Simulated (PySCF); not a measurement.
Members of one series of related molecules.

All values: CAM-B3LYP/def2-SVPD (PySCF) at GFN2-xTB geometries, gas phase, one conformer each. Core orbitals are frozen in the response; Δα² is half the sum of the squared differences of the principal polarisabilities.

(1) Rank by mean static polarisability, highest first.
A. `C#CC(=C)C(=C)F`
B. `C#CC#CC(=C)C(=C)F`
C. `C=C(F)C(=C)C#CC(F)F`

(2) Rank by dipole moment, lowest first.
A. `[CH2:1]=[C:2]([F:3])[C:4](=[CH2:5])[C:6]#[C:7][CH3:8]` with C1–C2–C4–C5 180°
B. `[CH2:1]=[C:2]([F:3])[C:4](=[CH2:5])[C:6]#[C:7][CH2:8][F:9]` with C1–C2–C4–C5 180°
C. `[CH:1]#[C:2][C:3](=[CH2:4])[C:5](=[CH2:6])[F:7]` with C2–C3–C5–C6 0°
D. `[CH:1]#[C:2][C:3]#[C:4][C:5](=[CH2:6])[C:7](=[CH2:8])[F:9]` with C4–C5–C7–C8 0°

Answers

(1) B (15.71 Å³), C (13.30 Å³), A (10.92 Å³).

(2) D (1.09 D), C (1.30 D), B (2.01 D), A (2.37 D).

All values together:

| SMILES | change | formula | μ (D) | HOMO (eV) | LUMO (eV) | α (Å³) | Δα (Å³) | electrons | α per electron (Å³) |
| --- | --- | --- | --- | --- | --- | --- | --- | --- | --- |
| C#CC(=C)C(=C)F | parent | C6H5F | 1.30 | -8.34 | -0.54 | 10.92 | 6.99 | 50 | 0.218 |
| C=C(F)C(=C)C#CC(F)F | H on C replaced by CHF2 | C7H5F3 | 1.89 | -8.65 | -0.92 | 13.30 | 8.17 | 74 | 0.180 |
| C=C(F)C(=C)C#CCF | H on C replaced by CH2F | C7H6F2 | 2.01 | -8.33 | -0.57 | 13.21 | 8.43 | 66 | 0.200 |
| C#CC#CC(=C)C(=C)F | H on C replaced by ethynyl | C8H5F | 1.09 | -8.19 | -0.94 | 15.71 | 14.37 | 62 | 0.253 |
| C=C(F)C(=C)C#CC | H on C replaced by CH3 | C7H7F | 2.37 | -8.03 | -0.30 | 13.10 | 8.27 | 58 | 0.226 |

Conformers: `[CH:1]#[C:2][C:3](=[CH2:4])[C:5](=[CH2:6])[F:7]` with C2–C3–C5–C6 0°; `[CH2:1]=[C:2]([F:3])[C:4](=[CH2:5])[C:6]#[C:7][CH:8]([F:9])[F:10]` with C1–C2–C4–C5 179°; `[CH2:1]=[C:2]([F:3])[C:4](=[CH2:5])[C:6]#[C:7][CH2:8][F:9]` with C1–C2–C4–C5 180°; `[CH:1]#[C:2][C:3]#[C:4][C:5](=[CH2:6])[C:7](=[CH2:8])[F:9]` with C4–C5–C7–C8 0°; `[CH2:1]=[C:2]([F:3])[C:4](=[CH2:5])[C:6]#[C:7][CH3:8]` with C1–C2–C4–C5 180°.

Question: Give the shifts from the parent, `C#CC(=C)C(=C)F`.

Answer: 
```
             SMILES  change in μ (D)  change in HOMO (eV)  change in LUMO (eV)  change in mean α (Å³)
C=C(F)C(=C)C#CC(F)F            +0.59                -0.31                -0.38                  +2.38
   C=C(F)C(=C)C#CCF            +0.71                +0.01                -0.03                  +2.29
  C#CC#CC(=C)C(=C)F            -0.21                +0.15                -0.40                  +4.79
    C=C(F)C(=C)C#CC            +1.07                +0.31                +0.24                  +2.18
```
